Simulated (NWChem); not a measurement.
Molecule: SnSi$_{2}$H$_{6}$, singlet; SMILES [SiH3][Sn][SiH3]

```xyz
9

Sn     0.0000     0.0000     0.8157
Si    -1.8087     0.0036    -1.1282
H     -1.9186    -1.4290    -1.5712
H     -1.4234     0.8139    -2.3300
H     -3.1748     0.4416    -0.6963
Si     1.8087    -0.0036    -1.1282
H      1.9186     1.4290    -1.5712
H      1.4234    -0.8139    -2.3300
H      3.1748    -0.4416    -0.6963
```
Atoms are numbered in this order, from 1.

Low-valent species are run as closed-shell singlets; no triplet was tried in these runs. All runs use the structure optimised with PBE0/def2-SVP. Not confirmed as a minimum by frequencies. def2 effective core potentials on Sn; no spin-orbit coupling.

Symmetry labels are those of C2 in the frame above (b1 and b2, or b-type labels, depend on it).

Task: List the 4 lowest vertical singlet excitations from PBE/def2-SVPD with def2 effective core potentials on Sn, TDA (NWChem).

Result: 
```json
[
 {"state": "S1", "energy (eV)": "1.86", "oscillator strength": "0.004", "symmetry": "b", "leading excitation (squared amplitude)": "HOMO → LUMO (0.99)"},
 {"state": "S2", "energy (eV)": "2.23", "oscillator strength": "0.000", "symmetry": "a", "leading excitation (squared amplitude)": "HOMO−1 → LUMO (0.99)"},
 {"state": "S3", "energy (eV)": "4.09", "oscillator strength": "0.000", "symmetry": "a", "leading excitation (squared amplitude)": "HOMO−2 → LUMO (0.99)"},
 {"state": "S4", "energy (eV)": "4.35", "oscillator strength": "0.011", "symmetry": "b", "leading excitation (squared amplitude)": "HOMO−3 → LUMO (0.95)"}
]
```
